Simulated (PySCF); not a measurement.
# CsN: input and log

State: ³Π (triplet), unpaired electrons σ ↑, π ↑.

An equivalent input (the run itself took its basis sets from the Basis Set Exchange, started from a PBE0 density and held the occupation σ 5α 4β, πx 2α 2β, πy 2α 1β):

```python
from pyscf import gto, dft
mol = gto.M(atom='Cs 0 0 0; N 0 0 2.511', basis={'Cs': 'def2-TZVPP', 'N': 'def2-TZVPP'}, ecp={'Cs': 'def2-TZVPP'},
            charge=0, spin=2, verbose=4, symmetry='C2v')
mf = dft.UKS(mol, xc='M06L')
mf.grids.atom_grid = (80, 434)
mf.grids.prune = dft.gen_grid.treutler_prune
mf.irrep_nelec = {'A1': (5, 4), 'B1': (2, 2), 'B2': (2, 1)}
mf.conv_tol = 1e-9
mf.max_cycle = 60
mf.diis_space = 10
mf.kernel()
```

The log (some set-up lines and the per-cycle HOMO/LUMO lines removed):

```
******** <class 'pyscf.dft.uks_symm.SymAdaptedUKS'> ********
method = SymAdaptedUKS
damping factor = 0
level_shift factor = 0
DIIS = <class 'pyscf.scf.diis.CDIIS'>
diis_start_cycle = 1
diis_space = 10
diis_damp = 0
SCF conv_tol = 1e-09
SCF conv_tol_grad = None
SCF max_cycles = 60
number electrons alpha = 9  beta = 7
Set gradient conv threshold to 3.16228e-05
init E= -74.7798201623501
cycle= 1 E= -74.7814252913726  delta_E= -0.00161  |g|= 0.0174  |ddm|= 0.111
cycle= 2 E= -74.7810051206677  delta_E= 0.00042  |g|= 0.0317  |ddm|= 0.0462
cycle= 3 E= -74.7816082896609  delta_E= -0.000603  |g|= 0.0027  |ddm|= 0.0283
cycle= 4 E= -74.7816137609076  delta_E= -5.47e-06  |g|= 0.000635  |ddm|= 0.00484
cycle= 5 E= -74.7816141947002  delta_E= -4.34e-07  |g|= 0.00023  |ddm|= 0.00154
cycle= 6 E= -74.7816142418102  delta_E= -4.71e-08  |g|= 8.27e-05  |ddm|= 0.000376
cycle= 7 E= -74.7816142484561  delta_E= -6.65e-09  |g|= 3.47e-05  |ddm|= 0.00016
cycle= 8 E= -74.7816142492806  delta_E= -8.25e-10  |g|= 5.61e-06  |ddm|= 4.32e-05
Extra cycle  E= -74.7816142493125  delta_E= -3.19e-11  |g|= 3.66e-06  |ddm|= 9.55e-06
converged SCF energy = -74.7816142493125  <S^2> = 2.0196764  2S+1 = 3.0130891
```

Repeating this along the bond gives Re = 2.557 Å and ωe = 335 cm⁻¹.

A point of this curve took 1.2 CPU seconds beside 0.11 for the integrals, on Arm Neoverse V2 (shared host).

Spin–orbit coupling is left out. The state is the lowest determinant that a PBE0 search found; another state may lie lower at other levels.
